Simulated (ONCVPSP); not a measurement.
# Te (Z = 52): one change to an ONCV potential, before and after

- Element: Te
- Generator: ONCVPSP 4.0.1
- Type: optimised norm-conserving Vanderbilt (ONCV)
- Functional: PBE
- Relativity: scalar-relativistic
- Frozen core: [Ar] 3d10
- Valence charge: 24
- Reference configuration: 4s2 4p6 4d10 5s1.75 5p4.25
- Partial waves: 4s+5s: rc 1.35 bohr, ncon 4, nbas 7, qcut 8.1 1/bohr, 2 projectors; 4p+5p: rc 1.30 bohr, ncon 5, nbas 8, qcut 12.5 1/bohr, 2 projectors; 4d: rc 0.90 bohr, ncon 4, nbas 9, qcut 9 1/bohr, 2 projectors, debl 0.5 Ha
- Local potential: polynomial inside 0.70 bohr (lpopt 3, dvloc0 0 Ha)
- Core correction: Teter function, parameters optimised by the program

In the d channel the program set the typed energies aside and used -1.543, 0.250 Ha.

Change: p: rc 1.44.

Cutoffs: the cutoffs (Ha) at which the residual kinetic energy of the hardest occupied pseudo-wave falls to 1 and 0.1 mHa per electron; they do not see the model core or the augmentation charge, which bear on the density cutoff. Errors are all-electron minus pseudo energies relative to the spin-unpolarised reference configuration.

Task: Predict the effect on cutoff, ghosts and configuration errors.

Result: The potential gets neither clearly harder nor softer (129 Ha and 358 Ha → 129 Ha and 358 Ha); the d channel sets the loose cutoff, while the largest relative change is in p, which becomes softer; the errors of the 4 common tests hardly move; neither file shows a bound ghost.

| quantity | base | changed |
| --- | --- | --- |
| cutoff, loose | 129 Ha | 129 Ha |
| cutoff, tight | 358 Ha | 358 Ha |
| loose cutoff by channel | s 28 Ha, p 55 Ha, d 129 Ha | s 28 Ha, p 47 Ha, d 129 Ha |
| bound ghosts | none | none |
| GHOST(+) flags under 300 eV | s at 127.9 eV | s at 127.9 eV |
| error for 4s2 4p6 4d10 5s2 5p4, meV [ΔE -2.30 eV] | +0.1 | +0.1 |
| error for 4s2 4p6 4d10 5s2 5p3, meV [ΔE 7.43 eV] | -1.8 | -2.0 |
| error for 4s2 4p6 4d10 5s2 5p2, meV [ΔE 25.36 eV] | -5.5 | -6.1 |
| error for 4s1 4p6 4d10 5s2 5p4, meV [ΔE 171.06 eV] | -512 | -498 |
| s: phases at 1.37 bohr within 0.05 rad from the reference energy up to (Ha; the scan ends near 5) | 4.2 | 4.2 |
| d: phases at 0.91 bohr within 0.05 rad from the reference energy up to (Ha; the scan ends near 5) | to the end of the scan | to the end of the scan |
| rms error of d²Exc/dni dnj with the model core, mHa | 0.71 | 0.64 |
